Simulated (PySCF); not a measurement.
This script is equivalent to a calculation on Se(3+) (selenium, charge +3).

```python
from pyscf import gto, scf, dft, mp, cc
import basis_set_exchange as bse
mol = gto.M(atom="Se 0 0 0", charge=3, spin=1, symmetry="D2h",
            basis=gto.basis.parse(bse.get_basis("6-31G*", elements=["Se"], fmt="nwchem", header=False)))
mf = dft.UKS(mol, xc="TPSS")
mf.irrep_nelec = {'Ag': (6, 6), 'B1g': (1, 1), 'B2g': (1, 1), 'B3g': (1, 1), 'B1u': (2, 2), 'B2u': (3, 2), 'B3u': (2, 2)}
mf.kernel()
```

Task: What total energy does it give?

Result: -2398.806 hartree (calculated).

Task: Which occupied shell lies highest, and where?

Result: 4p α, at -37.463 eV.

Task: What is ⟨S²⟩, and what would a pure spin state give?

Result: 0.752, against 0.75.
